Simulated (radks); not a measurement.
The caesium ion Cs4+, configuration [Kr] 4d10 5p(up 2, down 2) 5s(up 1, down 0) (spins set by hand, not the high-spin state).

Method: scalar-relativistic Kohn-Sham, PBE, spin-polarised, spherical densities, finite nucleus; Fermi nuclear charge, rms radius 4.8041 fm; computed with a radial shooting solver on a logarithmic mesh with Libxc functionals.

Energy parts (eV):
| part | energy |
|---|---|
| total | -211763.46 |
| kinetic | 223105.04 |
| electron-nucleus | -510183.11 |
| Hartree | 80500.11 |
| exchange-correlation | -5185.50 |

Orbitals (lengths in bohr, moments of r in powers of bohr; r(max) is where P^2 peaks):
| orbital | occ. | eigenvalue (eV) | r(max) | <r^2> | <r> |
|---|---|---|---|---|---|
| 1s up | 1 | -35842.77 | 0.01678 | 0.0009251 | 0.02611 |
| 1s down | 1 | -35842.69 | 0.01678 | 0.0009251 | 0.02611 |
| 2s up | 1 | -5660.767 | 0.09488 | 0.01483 | 0.1121 |
| 2s down | 1 | -5660.718 | 0.09488 | 0.01483 | 0.1121 |
| 2p up | 3 | -5082.913 | 0.07618 | 0.01177 | 0.09821 |
| 2p down | 3 | -5082.862 | 0.07618 | 0.01177 | 0.09821 |
| 3s up | 1 | -1212.716 | 0.2725 | 0.1022 | 0.2990 |
| 3s down | 1 | -1212.642 | 0.2725 | 0.1021 | 0.2990 |
| 3p up | 3 | -1026.725 | 0.2666 | 0.1022 | 0.2970 |
| 3p down | 3 | -1026.649 | 0.2666 | 0.1022 | 0.2970 |
| 3d up | 5 | -753.6945 | 0.2204 | 0.08837 | 0.2735 |
| 3d down | 5 | -753.6239 | 0.2204 | 0.08836 | 0.2735 |
| 4s up | 1 | -265.0670 | 0.6423 | 0.5436 | 0.6941 |
| 4s down | 1 | -264.9084 | 0.6424 | 0.5432 | 0.6939 |
| 4p up | 3 | -205.5295 | 0.6725 | 0.6197 | 0.7382 |
| 4p down | 3 | -205.3510 | 0.6726 | 0.6187 | 0.7377 |
| 4d up | 5 | -118.7502 | 0.7196 | 0.8029 | 0.8314 |
| 4d down | 5 | -118.4776 | 0.7194 | 0.7988 | 0.8295 |
| 5s up | 1 | -67.2134 | 1.500 | 2.973 | 1.632 |
| 5s down | 0 | -66.1545 | 1.498 | 2.989 | 1.635 |
| 5p up | 2 | -51.9917 | 1.676 | 3.797 | 1.841 |
| 5p down | 2 | -51.0114 | 1.681 | 3.844 | 1.852 |

The highest occupied level is 5p down at -51.011 eV. The configuration is held as typed, so some empty levels lie below it. Spin moment in Bohr magnetons: 1.
